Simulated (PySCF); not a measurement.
Si(Cl)3(OSiH3) (Cl3H3OSi2), SMILES [SiH3]O[Si](Cl)(Cl)Cl. Atoms are numbered in the order given.

```xyz
9

Si    -2.7031     0.2993    -0.6010
O     -1.0916     0.6279    -0.2897
Si     0.3735     0.0430     0.0753
Cl     0.9734    -1.2866    -1.3528
Cl     1.6982     1.5837     0.1653
Cl     0.3183    -0.9118     1.8785
H     -3.3030    -0.3742     0.5852
H     -2.7999    -0.5877    -1.7945
H     -3.3780     1.5981    -0.8601
```

Coordinates come from a PBE0-D3(BJ)/def2-SVP optimisation. One conformer was computed; it need not be the lowest.

Calculation: PySCF 2.14.0 with PBE0-D3(BJ)/def2-SVP.

Frequencies are harmonic and unscaled.

A small imaginary wavenumber (i) marks a very flat motion, where grid noise or a shallow saddle decides the sign.

Computed harmonic wavenumbers and intensities:
```json
[
 {"mode": "1", "ν (cm⁻¹)": "25i", "IR (km/mol)": "0.0", "Raman (Å⁴/amu)": "0.0", "depolarisation": "–", "moving atoms (share of kinetic energy)": "H 95 %"},
 {"mode": "2", "ν (cm⁻¹)": "13", "IR (km/mol)": "0.6", "Raman (Å⁴/amu)": "0.2", "depolarisation": "0.75", "moving atoms (share of kinetic energy)": "Cl 38 %, Si 31 %, O 16 %, H 15 %"},
 {"mode": "3", "ν (cm⁻¹)": "53", "IR (km/mol)": "0.7", "Raman (Å⁴/amu)": "0.3", "depolarisation": "0.67", "moving atoms (share of kinetic energy)": "Cl 39 %, Si 37 %, O 12 %, H 12 %"},
 {"mode": "4", "ν (cm⁻¹)": "156", "IR (km/mol)": "1.1", "Raman (Å⁴/amu)": "1.9", "depolarisation": "0.74", "moving atoms (share of kinetic energy)": "Cl 79 %, O 11 %, Si 9 %"},
 {"mode": "5", "ν (cm⁻¹)": "162", "IR (km/mol)": "0.2", "Raman (Å⁴/amu)": "2.7", "depolarisation": "0.75", "moving atoms (share of kinetic energy)": "Cl 81 %, O 15 %"},
 {"mode": "6", "ν (cm⁻¹)": "208", "IR (km/mol)": "12.2", "Raman (Å⁴/amu)": "2.5", "depolarisation": "0.74", "moving atoms (share of kinetic energy)": "Cl 58 %, Si 31 %, O 9 %"},
 {"mode": "7", "ν (cm⁻¹)": "275", "IR (km/mol)": "11.0", "Raman (Å⁴/amu)": "3.4", "depolarisation": "0.68", "moving atoms (share of kinetic energy)": "Cl 46 %, O 34 %, Si 16 %"},
 {"mode": "8", "ν (cm⁻¹)": "276", "IR (km/mol)": "14.4", "Raman (Å⁴/amu)": "2.5", "depolarisation": "0.75", "moving atoms (share of kinetic energy)": "O 46 %, Cl 41 %, Si 9 %"},
 {"mode": "9", "ν (cm⁻¹)": "429", "IR (km/mol)": "16.7", "Raman (Å⁴/amu)": "12.4", "depolarisation": "0.00", "moving atoms (share of kinetic energy)": "Cl 75 %, O 12 %, Si 11 %"},
 {"mode": "10", "ν (cm⁻¹)": "633", "IR (km/mol)": "182.7", "Raman (Å⁴/amu)": "1.1", "depolarisation": "0.75", "moving atoms (share of kinetic energy)": "Si 68 %, Cl 31 %"},
 {"mode": "11", "ν (cm⁻¹)": "644", "IR (km/mol)": "185.2", "Raman (Å⁴/amu)": "0.9", "depolarisation": "0.70", "moving atoms (share of kinetic energy)": "Si 68 %, Cl 30 %"},
 {"mode": "12", "ν (cm⁻¹)": "673", "IR (km/mol)": "22.1", "Raman (Å⁴/amu)": "5.3", "depolarisation": "0.57", "moving atoms (share of kinetic energy)": "Si 72 %, H 12 %, O 10 %"},
 {"mode": "13", "ν (cm⁻¹)": "720", "IR (km/mol)": "77.8", "Raman (Å⁴/amu)": "12.6", "depolarisation": "0.75", "moving atoms (share of kinetic energy)": "H 83 %, Si 9 %, O 8 %"},
 {"mode": "14", "ν (cm⁻¹)": "730", "IR (km/mol)": "84.8", "Raman (Å⁴/amu)": "10.6", "depolarisation": "0.64", "moving atoms (share of kinetic energy)": "H 78 %, O 11 %, Si 11 %"},
 {"mode": "15", "ν (cm⁻¹)": "945", "IR (km/mol)": "76.5", "Raman (Å⁴/amu)": "22.6", "depolarisation": "0.75", "moving atoms (share of kinetic energy)": "H 96 %"},
 {"mode": "16", "ν (cm⁻¹)": "950", "IR (km/mol)": "80.0", "Raman (Å⁴/amu)": "19.0", "depolarisation": "0.73", "moving atoms (share of kinetic energy)": "H 96 %"},
 {"mode": "17", "ν (cm⁻¹)": "968", "IR (km/mol)": "499.5", "Raman (Å⁴/amu)": "14.6", "depolarisation": "0.70", "moving atoms (share of kinetic energy)": "H 82 %, Si 14 %"},
 {"mode": "18", "ν (cm⁻¹)": "1137", "IR (km/mol)": "504.1", "Raman (Å⁴/amu)": "2.9", "depolarisation": "0.35", "moving atoms (share of kinetic energy)": "O 74 %, Si 19 %"},
 {"mode": "19", "ν (cm⁻¹)": "2255", "IR (km/mol)": "62.1", "Raman (Å⁴/amu)": "186.8", "depolarisation": "0.04", "moving atoms (share of kinetic energy)": "H 98 %"},
 {"mode": "20", "ν (cm⁻¹)": "2260", "IR (km/mol)": "113.0", "Raman (Å⁴/amu)": "64.6", "depolarisation": "0.75", "moving atoms (share of kinetic energy)": "H 96 %"},
 {"mode": "21", "ν (cm⁻¹)": "2279", "IR (km/mol)": "107.6", "Raman (Å⁴/amu)": "129.5", "depolarisation": "0.34", "moving atoms (share of kinetic energy)": "H 96 %"}
]
```
